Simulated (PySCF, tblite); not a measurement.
Isomers of C9H7P, one GFN2-xTB conformer each. Single-point energies are computed at PBE0/pcSseg-1 (PySCF, gas phase, no added dispersion term), electronic only.

Problem. Rank them by PBE0/pcSseg-1 energy, lowest first (kJ/mol).
A. isophosphinoline (`c1ccc2cpccc2c1`)
B. `C1=CC=C2P=CC=CC2=C1`

Solution. B (0.0), A (0.8).

Neighbours under 10 kJ/mol apart (c1ccc2pcccc2c1 and c1ccc2cpccc2c1) can change places with a better method, another conformer or zero-point energy. GFN2-xTB itself gives, in the same order: 0.0, 1.0. Both levels put the same isomer lowest.

Problem. Which frontier levels, dipoles and rotational constants go with these structures?

Solution. 
```json
{"SMILES": "c1ccc2pcccc2c1", "HOMO (eV, PBE0/pcSseg-1)": "-6.39", "LUMO (eV)": "-1.93", "dipole (D)": "1.67", "A, B, C (MHz)": "2379, 1078, 742.0"}
{"SMILES": "c1ccc2cpccc2c1", "HOMO (eV, PBE0/pcSseg-1)": "-6.57", "LUMO (eV)": "-1.87", "dipole (D)": "2.02", "A, B, C (MHz)": "2851, 920.2, 695.6"}
```

Problem. What happens when harmonic zero-point energies from GFN2-xTB frequencies are added?

Solution. 
```
        SMILES  ZPE (kJ/mol)  electronic (kJ/mol)  with ZPE (kJ/mol)
c1ccc2pcccc2c1         333.7                  0.0                0.0
c1ccc2cpccc2c1         333.5                  0.8                0.6
```

The zero-point energies span 0.2 kJ/mol. The order is unchanged.

Problem. As an exercise, what shares would exp(−E/RT) give at 1000 K from these electronic energies alone (no entropy, no degeneracies)?

Solution. RT = 8.314 kJ/mol: c1ccc2pcccc2c1 52.4 %, c1ccc2cpccc2c1 47.6 %.
